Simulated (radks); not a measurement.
Spherical quantum dot in the effective-mass picture: electrons in a hard-walled sphere of radius 7.35, all in effective atomic units (hartree* = m*/eps^2 hartree, bohr* = eps/m* bohr), one dielectric constant everywhere. Calculated with a radial shooting solver with Libxc functionals: non-relativistic Kohn-Sham, LDA (Slater exchange, Perdew-Wang correlation), spin-polarised, spherical densities. Levels are named by radial order and angular momentum (1s, 1p, 1d, 2s, ...), and open shells are averaged over m. Results are scaled to m* = 0.079 and eps = 15.6, for which hartree* = 8.833 meV and bohr* = 10.45 nm. Each electron was tried in the lowest free levels, single moves between levels near the top were tried too, and the lowest total energy was kept; such a search can miss a lower state. At N = 1 the Hartree and exchange-correlation terms need not cancel, so that row can carry a self-interaction error.

N        open shells  2S   E (meV)  mu = E(N) - E(N-1) (meV)  addition energy mu(N+1) - mu(N) (meV)  e(HOMO) (meV)  rms radius (nm)
1   1s(up 1, down 0)   1  0.821290                   0.82129                                  1.744         1.5450            41.57
2               none   0   3.38662                    2.5653                                  2.112         3.3002            44.66
3   1p(up 1, down 0)   1   8.06374                    4.6771                                  1.436         5.3884            47.69
4   1p(up 2, down 0)   2   14.1766                    6.1128                                  1.459         6.8405            49.45
5   1p(up 3, down 0)   3   21.7480                    7.5714                                  1.770         8.3030            50.69
6   1p(up 3, down 1)   2   31.0897                    9.3417                                  1.407         10.041            51.67
7   1p(up 3, down 2)   1   41.8385                    10.749                                  1.423         11.459            52.47
8               none   0   54.0103                    12.172                                  2.187         12.886            53.14
9   1d(up 1, down 0)   1   68.3688                    14.358                                  1.398         15.057            53.87
10  1d(up 2, down 0)   2   84.1253                    15.757                                  1.402         16.457            54.47
11  1d(up 3, down 0)   3   101.284                    17.158                                  1.403         17.860            55.00
12  1d(up 4, down 0)   4   119.845                    18.562                                  1.404         19.263            55.46
13  1d(up 5, down 0)   5   139.810                    19.965                                  1.717         20.667            55.87
14  1d(up 5, down 1)   4   161.492                    21.682                                  1.377         22.370            56.24
15  1d(up 5, down 2)   3   184.551                    23.059                                  1.381         23.749            56.57
16  1d(up 5, down 3)   2   208.991                    24.440                                  1.383         25.131            56.88
17  1d(up 5, down 4)   1   234.814                    25.823                                  1.384         26.515            57.17
18              none   0   262.021                    27.207                                  2.315         27.899            57.43
19  1f(up 1, down 0)   1   291.542                    29.522                                  1.369         30.206            57.71
20  1f(up 2, down 0)   2   322.433                    30.891                                  1.370         31.576            57.98
21  1f(up 3, down 0)   3   354.695                    32.261                                  1.370         32.946            58.22
22  1f(up 4, down 0)   4   388.326                    33.632                                  1.370         34.317            58.44
23  1f(up 5, down 0)   5   423.328                    35.002                                  1.370         35.687            58.66
24  1f(up 6, down 0)   6   459.701                    36.372                                  1.370         37.058            58.85
25  1f(up 7, down 0)   7   497.443                    37.742                                  1.681         38.427            59.04
26  1f(up 7, down 1)   6   536.867                    39.423                                  1.355         40.101            59.22
27  1f(up 7, down 2)   5   577.645                    40.779                                  1.356         41.457            59.39
28  1f(up 7, down 3)   4   619.780                    42.135                                  1.357         42.813            59.55
29  1f(up 7, down 4)   3   663.272                    43.492                                  1.357         44.170            59.70
30  1f(up 7, down 5)   2   708.121                    44.849                                  1.358         45.528            59.85
31  1f(up 7, down 6)   1   754.327                    46.207                                  1.358         46.885            59.99
32              none   0   801.891                    47.564                                  2.465         48.243            60.12
33  1g(up 1, down 0)   1   851.921                    50.029                                  1.349         50.704            60.27
34  1g(up 2, down 0)   2   903.299                    51.378                                  1.349         52.052            60.40
35  1g(up 3, down 0)   3   956.026                    52.727                                  1.349         53.401            60.53
36  1g(up 4, down 0)   4   1010.10                    54.075                                  1.349         54.750            60.66
37  1g(up 5, down 0)   5   1065.53                    55.424                                  1.348         56.098            60.78
38  1g(up 6, down 0)   6   1122.30                    56.773                                  1.348         57.447            60.89
39  1g(up 7, down 0)   7   1180.42                    58.121                                  1.348         58.795            61.00
40  1g(up 8, down 0)   8   1239.89                    59.469                                      -         60.143            61.11

All shells are closed at N = 2, 8, 18, 32 (there: 1s2 1p6 1d10 1f14); the second difference of the energy has clear peaks (12 % above both neighbours; the first and last values, which can be the largest, are not judged, and half-filled shells can peak too) at N = 2, 5, 8, 13, 18, 25, 32.
